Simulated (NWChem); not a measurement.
System: C3H7NSi; SMILES N#CCC[SiH3]

Input file for NWChem:

```
start job
memory heap 200 mb stack 900 mb global 1100 mb
geometry units angstroms noautosym nocenter noautoz
  N      0.972236    -2.421615    -0.043619
  C      0.074585    -1.710406     0.123477
  C     -1.052234    -0.802702     0.320748
  C     -0.919259     0.521970    -0.442468
  Si     0.538820     1.630727     0.052256
  H     -1.965615    -1.339269     0.013332
  H     -1.152515    -0.623057     1.404583
  H     -1.842983     1.104446    -0.289717
  H     -0.856070     0.327169    -1.525986
  H      0.470500     1.917942     1.519196
  H      0.435754     2.916718    -0.701409
  H      1.844700     0.978232    -0.256256
end
basis spherical
  N library 6-31g*
  C library 6-31g*
  Si library 6-31g*
  H library 6-31g*
end
dft
  xc xpbe96 cpbe96
  iterations 150
end
property
  efieldgrad
end
task dft property
```

Parts of the log:

```
             Northwest Computational Chemistry Package (NWChem) 7.3.0
             --------------------------------------------------------

                             Geometry "geometry" -> ""
                             -------------------------

 Output coordinates in angstroms (scale by  1.889725989 to convert to a.u.)

  No.       Tag          Charge          X              Y              Z
 ---- ---------------- ---------- -------------- -------------- --------------
    1 N                    7.0000     0.97223600    -2.42161500    -0.04361900
    2 C                    6.0000     0.07458500    -1.71040600     0.12347700
    3 C                    6.0000    -1.05223400    -0.80270200     0.32074800
    4 C                    6.0000    -0.91925900     0.52197000    -0.44246800
    5 Si                  14.0000     0.53882000     1.63072700     0.05225600
    6 H                    1.0000    -1.96561500    -1.33926900     0.01333200
    7 H                    1.0000    -1.15251500    -0.62305700     1.40458300
    8 H                    1.0000    -1.84298300     1.10444600    -0.28971700
    9 H                    1.0000    -0.85607000     0.32716900    -1.52598600
   10 H                    1.0000     0.47050000     1.91794200     1.51919600
   11 H                    1.0000     0.43575400     2.91671800    -0.70140900
   12 H                    1.0000     1.84470000     0.97823200    -0.25625600

 Effective nuclear repulsion energy (a.u.)     198.3371584116

  pbe96 is a nonlocal functional; adding pw91lda local functional.
                              NWChem Property Module
                              ----------------------

  itol2e modified to match energy
  convergence criterion.

                                 NWChem DFT Module
                                 -----------------

 Summary of "ao basis" -> "ao basis" (spherical)
 ------------------------------------------------------------------------------
       Tag                 Description            Shells   Functions and Types
 ---------------- ------------------------------  ------  ---------------------
 N                           6-31g*                  6       14   3s2p1d
 C                           6-31g*                  6       14   3s2p1d
 Si                          6-31g*                  8       18   4s3p1d
 H                           6-31g*                  2        2   2s

  itol2e modified to match energy
  convergence criterion.

            General Information
            -------------------
          SCF calculation type: DFT
          Wavefunction type:  closed shell.
          No. of atoms     :    12
          No. of electrons :    46
           Alpha electrons :    23
            Beta electrons :    23
          Charge           :     0
          Spin multiplicity:     1
          Use of symmetry is: off; symmetry adaption is: off
          Maximum number of iterations: 150
          AO basis - number of functions:    88
                     number of shells:    46
          Convergence on energy requested:  1.00D-07
          Convergence on density requested:  1.00D-05
          Convergence on gradient requested:  5.00D-04

              XC Information
              --------------
          PerdewBurkeErnzerhof Exchange Functional  1.000
            Perdew 1991 LDA Correlation Functional  1.000 local
           PerdewBurkeErnz. Correlation Functional  1.000 non-local

             Grid Information
             ----------------
          Grid used for XC integration:  fine
          Radial quadrature: Mura-Knowles
          Angular quadrature: Lebedev.
          Tag              B.-S. Rad. Rad. Pts. Rad. Cut. Ang. Pts.
          ---              ---------- --------- --------- ---------
          N                   0.65       70          13.0       590
          C                   0.70       70          12.0       590
          Si                  1.10      123          10.0       770
          H                   0.35       60          12.0       590
          Grid pruning is: on
          Number of quadrature shells:   823
          Spatial weights used:  Erf1

      Superposition of Atomic Density Guess
      -------------------------------------

 Sum of atomic energies:        -459.57943599

      Non-variational initial energy
      ------------------------------

 Total energy =    -462.135696
 1-e energy   =   -1023.102574
 2-e energy   =     362.629719
 HOMO         =      -0.342526
 LUMO         =       0.043326

   convergence    iter        energy       DeltaE   RMS-Dens  Diis-err
 ---------------- ----- ----------------- --------- --------- ---------
 d= 0,ls=0.0,diis     1   -462.2338670322 -6.61D+02  2.44D-02  8.67D-01
 d= 0,ls=0.0,diis     2   -461.6228472311  6.11D-01  1.94D-02  5.66D+00
 d= 0,ls=0.0,diis     3   -462.3331836623 -7.10D-01  2.20D-03  9.50D-02
 d= 0,ls=0.0,diis     4   -462.3422328159 -9.05D-03  9.97D-04  9.34D-03
 d= 0,ls=0.0,diis     5   -462.3433421217 -1.11D-03  2.90D-04  1.53D-03
  Resetting Diis
 d= 0,ls=0.0,diis     6   -462.3435216200 -1.79D-04  9.89D-05  6.50D-05
 d= 0,ls=0.0,diis     7   -462.3435310160 -9.40D-06  4.48D-05  3.74D-06
 d= 0,ls=0.0,diis     8   -462.3435303291  6.87D-07  2.70D-05  9.48D-06
 d= 0,ls=0.0,diis     9   -462.3435314582 -1.13D-06  8.29D-06  1.35D-06
 d= 0,ls=0.0,diis    10   -462.3435315933 -1.35D-07  2.61D-06  1.26D-07
 d= 0,ls=0.0,diis    11   -462.3435316090 -1.57D-08  4.48D-07  2.01D-09

         Total DFT energy =     -462.343531609045
      One electron energy =    -1027.011668878587
           Coulomb energy =      412.590628283764
    Exchange-Corr. energy =      -46.259649425800
 Nuclear repulsion energy =      198.337158411578

 Numeric. integr. density =       45.999984702583

                       DFT Final Molecular Orbital Analysis
                       ------------------------------------

 Vector   21  Occ=2.000000D+00  E=-2.957683D-01
              MO Center=  5.3D-01, -1.3D+00,  1.4D-02, r^2= 4.1D+00
   Bfn.  Coefficient  Atom+Function         Bfn.  Coefficient  Atom+Function
  ----- ------------  ---------------      ----- ------------  ---------------
     3      0.393761   1 N  px               18      0.252347   2 C  py
     7      0.233512   1 N  px               45     -0.209593   4 C  px
     6      0.200031   1 N  s                 2      0.153701   1 N  s
    19      0.146468   2 C  pz               21      0.136717   2 C  px
    63      0.134225   5 Si px               49     -0.123901   4 C  px

[...]

          -----------------------
          Electric field gradient
          -----------------------

 1 a.u. = 0.324123 10**(16) esu/cm**3  ( or statvolts/cm**2 ) = 0.97174 10**(22) v/m**2

 ------------------------------------------------------------
   Atom      X         Y         Z
 ------------------------------------------------------------
    1 N    1.83726  -4.57619  -0.08243
 ------------------------------------------------------------

 Electric field gradient in molecular frame (a.u.)
         XX             YY             ZZ             XY             XZ             YZ
 ------------------------------------------------------------------------------------------
        0.268514       0.044830      -0.313344      -0.492078      -0.101087       0.100956

 Principal components (a.u.) and orientation
 of principal axis w.r.t. absolute frame                      Asymmetry parameter eta
 --------------------------------------------------------------------------------------
        0.681568      -0.358029      -0.323539                       0.050603

        0.772346       0.466699       0.430899
       -0.619283       0.704158       0.347347
       -0.141314      -0.535121       0.832872

 ------------------------------------------------------------
   Atom      X         Y         Z
 ------------------------------------------------------------
    2 C    0.14095  -3.23220   0.23334
 ------------------------------------------------------------

 Electric field gradient in molecular frame (a.u.)
         XX             YY             ZZ             XY             XZ             YZ
 ------------------------------------------------------------------------------------------
        0.092249       0.021965      -0.114214      -0.172000      -0.038725       0.027784

 Principal components (a.u.) and orientation
 of principal axis w.r.t. absolute frame                      Asymmetry parameter eta
 --------------------------------------------------------------------------------------
        0.239066      -0.122667      -0.116399                       0.026216

        0.768425       0.445827       0.459088
       -0.625870       0.373964       0.684425
       -0.133453       0.813258      -0.566393

 ------------------------------------------------------------
   Atom      X         Y         Z
 ------------------------------------------------------------
    3 C   -1.98843  -1.51689   0.60613
 ------------------------------------------------------------

 Electric field gradient in molecular frame (a.u.)
         XX             YY             ZZ             XY             XZ             YZ
 ------------------------------------------------------------------------------------------
       -0.041261      -0.044077       0.085339       0.099169       0.034128       0.012916

 Principal components (a.u.) and orientation
 of principal axis w.r.t. absolute frame                      Asymmetry parameter eta
 --------------------------------------------------------------------------------------
       -0.142828       0.107887       0.034941                       0.510730

       -0.708377       0.422181       0.565655
        0.702725       0.346701       0.621270
        0.066175       0.837593      -0.542272

 ------------------------------------------------------------
   Atom      X         Y         Z
 ------------------------------------------------------------
    4 C   -1.73715   0.98638  -0.83614
 ------------------------------------------------------------

 Electric field gradient in molecular frame (a.u.)
         XX             YY             ZZ             XY             XZ             YZ
 ------------------------------------------------------------------------------------------
        0.075782      -0.075782       0.000000       0.027552       0.029766       0.080605

 Principal components (a.u.) and orientation
 of principal axis w.r.t. absolute frame                      Asymmetry parameter eta
 --------------------------------------------------------------------------------------
       -0.127233       0.105379       0.021854                       0.656471

       -0.037614       0.805096      -0.591950
        0.848104       0.339004       0.407180
       -0.528492       0.486720       0.695557

 ------------------------------------------------------------
   Atom      X         Y         Z
 ------------------------------------------------------------
    5 Si   1.01822   3.08163   0.09875
 ------------------------------------------------------------

 Electric field gradient in molecular frame (a.u.)
         XX             YY             ZZ             XY             XZ             YZ
 ------------------------------------------------------------------------------------------
       -0.000161      -0.013945       0.014106      -0.087816      -0.043447      -0.030300

 Principal components (a.u.) and orientation
 of principal axis w.r.t. absolute frame                      Asymmetry parameter eta
 --------------------------------------------------------------------------------------
       -0.115846       0.083398       0.032448                       0.439813

        0.645839       0.757631      -0.094274
        0.667022      -0.620007      -0.413125
        0.371447      -0.203929       0.905781

 ------------------------------------------------------------
   Atom      X         Y         Z
 ------------------------------------------------------------
    6 H   -3.71447  -2.53085   0.02519
 ------------------------------------------------------------

 Electric field gradient in molecular frame (a.u.)
         XX             YY             ZZ             XY             XZ             YZ
 ------------------------------------------------------------------------------------------
       -0.148414       0.039900       0.108513      -0.160916      -0.096117      -0.055079

 Principal components (a.u.) and orientation
 of principal axis w.r.t. absolute frame                      Asymmetry parameter eta
 --------------------------------------------------------------------------------------
       -0.272874       0.140691       0.132183                       0.031181

        0.833058      -0.244035      -0.496449
        0.477713      -0.135158       0.868057
        0.278936       0.960302      -0.003984

 ------------------------------------------------------------
   Atom      X         Y         Z
 ------------------------------------------------------------
    7 H   -2.17794  -1.17741   2.65428
 ------------------------------------------------------------

 Electric field gradient in molecular frame (a.u.)
         XX             YY             ZZ             XY             XZ             YZ
 ------------------------------------------------------------------------------------------
        0.133419       0.123295      -0.256715       0.010026       0.038491      -0.066919

 Principal components (a.u.) and orientation
 of principal axis w.r.t. absolute frame                      Asymmetry parameter eta
 --------------------------------------------------------------------------------------
       -0.272028       0.139628       0.132400                       0.026570

       -0.097288       0.818897      -0.565634
        0.168508       0.573678       0.801560
        0.980887      -0.017332      -0.193803

 ------------------------------------------------------------
   Atom      X         Y         Z
 ------------------------------------------------------------
    8 H   -3.48273   2.08710  -0.54749
 ------------------------------------------------------------

 Electric field gradient in molecular frame (a.u.)
         XX             YY             ZZ             XY             XZ             YZ
 ------------------------------------------------------------------------------------------
       -0.153241       0.020576       0.132665       0.184202       0.051886      -0.026927

 Principal components (a.u.) and orientation
 of principal axis w.r.t. absolute frame                      Asymmetry parameter eta
 --------------------------------------------------------------------------------------
       -0.278263       0.144429       0.133833                       0.038079

        0.837152       0.404258       0.368446
       -0.528659       0.425176       0.734673
       -0.140343       0.809815      -0.569652

 ------------------------------------------------------------
   Atom      X         Y         Z
 ------------------------------------------------------------
    9 H   -1.61774   0.61826  -2.88370
 ------------------------------------------------------------

 Electric field gradient in molecular frame (a.u.)
         XX             YY             ZZ             XY             XZ             YZ
 ------------------------------------------------------------------------------------------
        0.142824       0.120350      -0.263174       0.003771       0.023846      -0.070690

 Principal components (a.u.) and orientation
 of principal axis w.r.t. absolute frame                      Asymmetry parameter eta
 --------------------------------------------------------------------------------------
       -0.277176       0.144232       0.132944                       0.040723

       -0.057375       0.997462       0.042162
        0.175319      -0.031509       0.984007
        0.982838       0.063849      -0.173066

[...]
```

Level: PBE/6-31G* (spherical d). All runs use the structure optimised with PBE0/def2-SVP. Not confirmed as a minimum by frequencies. NWChem prints the field gradient with the sign opposite to the second derivative of the potential.
